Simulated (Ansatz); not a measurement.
Start from `NC[SiH3]` and change one atom or group to get `NC[SiH2][NH][AlH2]`.

Ansatz, PBE0-D4/def2-TZVP geometries, multiplicity 1. Each molecule was computed in one conformer, which needn't be the lowest.

| property | `NC[SiH3]` |
| --- | --- |
| HOMO energy (B3LYP/def2-TZVPP) / eV | -6.73 |
| HOMO energy (PBE/def2-TZVPP) / eV | -5.49 |
| HOMO energy (ωB97M-V/def2-TZVPP) / eV | -9.36 |
| LUMO energy (B3LYP/def2-TZVPP) / eV | 0.33 |
| LUMO energy (ωB97M-V/def2-TZVPP) / eV | 2.10 |
| HOMO–LUMO gap (PBE0/def2-TZVPP) / eV | 7.58 |

Problem. Give the same properties after the change, and the shifts. (An estimate is asked.)

Solution. Computed: 
| property | `NC[SiH2][NH][AlH2]` | shift |
| --- | --- | --- |
| HOMO energy (B3LYP/def2-TZVPP) / eV | -6.58 | 0.15 |
| HOMO energy (PBE/def2-TZVPP) / eV | -5.37 | 0.12 |
| HOMO energy (ωB97M-V/def2-TZVPP) / eV | -9.18 | 0.18 |
| LUMO energy (B3LYP/def2-TZVPP) / eV | -1.11 | -1.44 |
| LUMO energy (ωB97M-V/def2-TZVPP) / eV | 0.67 | -1.43 |
| HOMO–LUMO gap (PBE0/def2-TZVPP) / eV | 5.89 | -1.69 |

With PBE0 the HOMO rises by 0.16 eV and the LUMO falls by 1.53 eV, so the gap narrows by about 1.69 eV. PBE moves the HOMO by 0.12 eV and ωB97M-V by 0.18 eV.

B3LYP here is the variant with VWN-RPA as its local correlation; programs differ in this.
